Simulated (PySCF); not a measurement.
O₂Se, triplet, at a GFN2-xTB geometry (a higher spin typed on purpose: for a closed-shell molecule this is an excited state). Base run: PBE0/6-311G** in PySCF.

Geometry (Å):
```xyz
3

O     -1.3932     0.5255     0.0287
Se     0.0139    -0.2785    -0.0233
O      1.3341     0.6583     0.0705
```
Charge 0, spin multiplicity 3.
Orbitals are unrestricted.
All else is at PySCF's defaults.

Variants of this job, named by their change:

```json
[
 {"change": "base", "basis functions": "80", "E (Eh)": "-2551.39308", "HOMO (eV)": "-6.71", "dipole (D)": "2.02"},
 {"change": "basis = cc-pVTZ-DK; relativity = spin-free X2C", "basis functions": "103", "E (Eh)": "-2579.91573", "HOMO (eV)": "-6.73", "dipole (D)": "1.94"},
 {"change": "basis = cc-pVTZ-DK; relativity = spin-free X2C; nucleus = Gaussian (with nucmod='G')", "basis functions": "103", "E (Eh)": "-2579.89737", "HOMO (eV)": "-6.73", "dipole (D)": "1.94"},
 {"change": "basis = cc-pVDZ-DK; relativity = spin-free X2C; nucleus = Gaussian (with nucmod='G')", "basis functions": "55", "E (Eh)": "-2579.72027", "HOMO (eV)": "-6.47", "dipole (D)": "2.04"},
 {"change": "basis = cc-pVDZ-DK; relativity = none", "basis functions": "55", "E (Eh)": "-2534.68675", "HOMO (eV)": "-6.53", "dipole (D)": "2.01"},
 {"change": "basis = cc-pVDZ-DK; relativity = spin-free X2C", "basis functions": "55", "E (Eh)": "-2579.73635", "HOMO (eV)": "-6.47", "dipole (D)": "2.04"},
 {"change": "basis = cc-pVTZ-DK; relativity = none", "basis functions": "103", "E (Eh)": "-2533.24683", "HOMO (eV)": "-6.79", "dipole (D)": "1.90"},
 {"change": "basis = jorge-DZP-DKH; relativity = spin-free X2C; nucleus = Gaussian (with nucmod='G')", "basis functions": "73", "E (Eh)": "-2579.69309", "HOMO (eV)": "-6.89", "dipole (D)": "2.38"},
 {"change": "basis = jorge-DZP-DKH; relativity = none", "basis functions": "73", "E (Eh)": "-2544.85752", "HOMO (eV)": "-6.96", "dipole (D)": "2.33"},
 {"change": "basis = jorge-DZP-DKH; relativity = spin-free X2C", "basis functions": "73", "E (Eh)": "-2579.70951", "HOMO (eV)": "-6.89", "dipole (D)": "2.38"}
]
```

Totals shift with the method and basis; they matter in differences.

Open shells are given as the SCF converged; they aren't shown to be the lowest states, and a large step between rows can be another state.

Basis sets contracted for a relativistic Hamiltonian are a mismatch without it, so the rows without relativity aren't non-relativistic limits. No row has spin-orbit coupling; sets with core potentials leave out the core electrons.
